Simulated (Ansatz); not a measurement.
Series Al-XY, Y = amino, computed as singlets and as triplets. Isolated molecules, 0 K electronic values unless said otherwise. One relaxed conformer stands for each flexible species; it need not be the lowest. Strings in code marks are SMILES.

Quantity: adiabatic spin-state energy, in kcal/mol. HF references are unrestricted for open shells and restricted for singlets. The restricted reference of `[NH2][Al-][SiH3]`, `N#[C][Al-][NH2]`, `[NH2][Al-][CH]=O`, `[C-]#[N+][Al-][NH2]` and `[NH2][AlH-]` is unstable towards unrestricted orbitals.

A: `[C-]#[N+][Al-][NH2]`: multiplicity 3 minus multiplicity 1
B: `[NH2][Al-][SiH3]`: multiplicity 3 minus multiplicity 1
C: `[NH2][Al-][NH2]`: multiplicity 3 minus multiplicity 1
D: `[NH2][AlH-]`: multiplicity 3 minus multiplicity 1
E: `N#[C][Al-][NH2]`: multiplicity 3 minus multiplicity 1
F: `[NH2][Al-][CH]=O`: multiplicity 3 minus multiplicity 1

### Question
Rank these by adiabatic spin-state energy (lowest first), as frozen-core CCSD(T)/aug-cc-pVDZ // PBE0-D3(BJ)/def2-TZVPD (Ansatz, a program for electronic structure) gives it.

### Answer
F (25.0 kcal/mol), D (25.4 kcal/mol), B (26.5 kcal/mol), E (34.2 kcal/mol), C (36.6 kcal/mol), A (40.0 kcal/mol)
